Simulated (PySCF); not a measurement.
Cartesian coordinates (Å):
```xyz
7

Zr     0.0715     0.1988    -0.0027
Cl    -0.3767     2.5157     0.2535
Cl     2.3852    -0.1672    -0.3875
O     -0.4396    -0.7091     1.5960
H     -0.7837    -1.2379     2.3290
O     -0.9143    -0.4584    -1.4986
H     -1.4728    -0.8715    -2.1714
```
Charge 0, spin multiplicity 1.

Estimate the HOMO–LUMO gap, charge on the central atom (Mulliken), LUMO, total energy, HOMO and dipole moment that TPSSh-D3(BJ)/def2-TZVP // PBE-D3(BJ)/def2-SVP in PySCF returns for this input.


The HOMO–LUMO gap is 6.42 eV, the charge on the central atom (Mulliken) is 1.64 e and the LUMO is -1.76 eV. The total energy comes out as -1119.5324 Ha. The HOMO is -8.18 eV. The dipole moment comes out as 4.05 D.
